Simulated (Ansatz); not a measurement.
Molecule: dimethylborinic acid, C2H7BO, charge 0, multiplicity 1. 
Coordinates optimised at B3LYP-D3(BJ)/def2-TZVP (Ansatz, a first-principles code):
SMILES: CB(C)O
```xyz
11

C      1.1177    -1.0752     0.0003
B      0.0332     0.0619    -0.0227
C     -1.4653    -0.2033     0.3947
O      0.4457     1.3010    -0.4268
H      0.7429    -2.0038    -0.4391
H      2.0414    -0.7926    -0.5061
H      1.3686    -1.3185     1.0395
H     -1.5281    -0.7936     1.3129
H     -2.0640     0.7017     0.5318
H     -1.9560    -0.8047    -0.3791
H     -0.2512     1.9653    -0.4027
```

Total electronic energies in hartree. Correlated levels leave the core frozen unless marked. Spin-orbit coupling is left out. Non-relativistic. Basis-set limits of correlation are two-point, X^-3; Hartree-Fock from the larger set.

| level | program | energy (Eh) |
|---|---|---|
| HF/6-31G | Ansatz | -179.35702 |
| PBE0/STO-3G | Ansatz | -178.07057 |
| PBE0/def2-SVP | Ansatz | -180.22116 |
| PBE0/def2-TZVPD | Ansatz | ___ |
| BHLYP/def2-TZVPD | Ansatz | ___ |
| CAM-B3LYP-D3(BJ)/def2-TZVPD | Ansatz + dftd3 | -180.55902 |
| wB97M-V/def2-TZVPD | Ansatz | -180.55255 |
| B2GP-PLYP-D4/def2-TZVPD | Ansatz + dftd4 | ___ |
| B2PLYP-D3(BJ)/def2-TZVPD | Ansatz + dftd3 | -180.48871 |
| B2PLYP-D4/def2-TZVPD | Ansatz + dftd4 | -180.48803 |
| MP2/aug-cc-pVDZ | Ansatz | -180.04380 |
| MP2/CBS(cc-pVTZ,cc-pVQZ) | Ansatz | -180.2964 |
| SCS-MP2/aug-cc-pVDZ | Ansatz | -180.04010 |
| CCSD(T)/aug-cc-pVTZ | Ansatz | -180.27837 |
| CCSD(T)/CBS(aug-cc-pVTZ,aug-cc-pVQZ) | Ansatz | -180.3513 |

Task: Some entries are withheld; supply them.

Result: 
- PBE0/def2-TZVPD, energy (Eh): -180.42410
- BHLYP/def2-TZVPD, energy (Eh): -180.54199
- B2GP-PLYP-D4/def2-TZVPD, energy (Eh): -180.45060
